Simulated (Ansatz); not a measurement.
A nudged elastic band was laid between two geometries of ClF$_{3}$H$_{4}$OSiZr (11 atoms, charge 0, multiplicity 1).

Level of theory: RKS PBE-D4/def2-SVP in Ansatz.

```json
{
  "movable images": "5",
  "climbing image": "yes",
  "spring": "5.0 eV/Å²",
  "optimiser": "quadratic models (default)",
  "start path": "through a guess of the saddle point",
  "force threshold": "0.05 eV/Å",
  "iteration limit": "60",
  "end points": "relaxed"
}
```

Image 0:

```xyz
11
Properties=species:S:1:pos:R:3
Zr -0.044 0.106 0.060
Cl 0.315 -0.069 2.440
F 1.772 -0.061 -0.507
F -0.510 1.857 -0.539
F -0.798 -1.292 -1.039
O -2.230 -0.128 0.888
Si -3.528 -1.031 0.173
H -3.231 -2.497 0.226
H -4.746 -0.720 0.993
H -3.657 -0.517 -1.221
H -2.199 -0.079 1.866
```

Image 6:

```xyz
11
Properties=species:S:1:pos:R:3
Zr -0.238 0.053 -0.267
Cl -0.494 0.790 2.602
F 1.305 -0.910 0.326
F 0.007 1.932 -0.528
F -0.487 -0.593 -2.045
O -2.000 -0.506 0.516
Si -3.528 -1.191 0.237
H -3.373 -2.650 -0.080
H -4.343 -1.020 1.486
H -4.191 -0.484 -0.910
H -1.514 0.146 2.002
```

Which bonds break or form, and what moves?

Bonds broken: O6–H11. Bonds formed: Cl2–H11.

What energy profile does the band end with?

The forces met the threshold. The highest image is number 5 of 0 to 6, 0.61 eV above the first end and 0.00 eV above the last; the last end lies 0.61 eV above the first. The top lies less than 8 meV above the higher end, about what the thresholds resolve: that end is a shoulder or a very shallow well. A vibrational analysis at the climbing image gives one clearly imaginary mode, 130i cm⁻¹: a first-order saddle point. The orbitals stay closed-shell, which can raise the energy where a bond breaks towards radicals; this wasn't checked here.

```
image  path coordinate (Å)  energy (eV)  O6–H11 (Å)  Cl2–H11 (Å)
    0                 0.00         0.00        0.98         2.58
    1                 0.67         0.02        0.98         2.51
    2                 1.34         0.05        0.98         2.42
    3                 2.01         0.08        0.99         2.28
    4                 2.68         0.23        1.03         1.93
    5                 3.35         0.61        1.47         1.41
    6                 3.63         0.61        1.69         1.35
```

What is the geometry of the highest image?


```xyz
11
Properties=species:S:1:pos:R:3:forces:R:3
Zr -0.220 0.085 -0.207 0.01 0.01 0.00
Cl -0.508 0.760 2.548 0.01 0.00 0.01
F 1.363 -0.873 0.268 0.00 0.00 0.00
F 0.043 1.943 -0.560 0.00 0.00 0.00
F -0.597 -0.603 -1.946 0.00 0.00 0.00
O -2.004 -0.501 0.605 0.00 0.02 0.01
Si -3.524 -1.187 0.257 0.00 -0.02 -0.02
H -3.350 -2.643 -0.064 0.00 0.00 0.01
H -4.383 -1.023 1.477 0.00 0.00 0.00
H -4.131 -0.471 -0.914 -0.01 0.01 0.01
H -1.544 0.081 1.877 -0.02 -0.01 -0.02
```

Time of the run: 2.2 min on 4 threads of Intel(R) Xeon(R) Platinum 8488C (Sapphire Rapids) (shared host), peak memory 0.24 GiB.
